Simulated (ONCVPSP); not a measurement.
**Ta: excitation energies, all-electron against ONCV**

ONCVPSP 4.0.1 input, shortened (lines: element, Z, core and valence counts, functional; n l f; lmax; l rc ep ncon nbas qcut; lloc lpopt rc5 dvloc0; l nproj debl; icmod fcfact rcfact), LDA (Perdew-Zunger), scalar-relativistic:

```
  Ta 73.00   12    2        3      upf
    1    0    2.00
    2    0    2.00
    2    1    6.00
    3    0    2.00
    3    1    6.00
    3    2   10.00
    4    0    2.00
    4    1    6.00
    4    2   10.00
    4    3   14.00
    5    0    2.00
    5    1    6.00
    5    2    3.00
    6    0    2.00
    2
    0    3.00    0.00    4    8    1.70
    1    3.05    0.14    4    8    2.80
    2    2.75    0.00    3    8    4.80
    4    2    1.80   -1.00
    0    2    1.00
    1    1    0.70
    2    2    2.30
    0    0.00    0.00
```

In the p channel the program set the typed energies aside and used 0.050 Ha.

Energies are relative to the spin-unpolarised reference configuration 5d3 6s2; without spin polarisation the order of configurations can differ from experiment.

```
valence configuration  charge  ΔE all-electron (eV)  error AE − PS (meV)
              5d3 6s1      +1                 8.702                 +6.3
              5d2 6s0      +3                47.938                  +70
```

(1) What are ΔE and the potential's error for 5d3 6s1.5?

(2) What are ΔE and the potential's error for 5d3 6s0?

Levels in the configuration 5d3 6s0:

| level | all-electron (eV) | pseudo (eV) |
| --- | --- | --- |
| 5d | -18.632 | -18.672 |

Note: no bound ghost flagged but for a GHOST(-) flag that falls on a real empty level of the atom; GHOST(+) flagged for p at 7.5 eV, s at 19.6 eV.

Results:

(1) ΔE = 3.563 eV all-electron; the error (AE − PS) is +0.8 meV.

(2) ΔE = 24.010 eV all-electron; the error (AE − PS) is +39 meV.
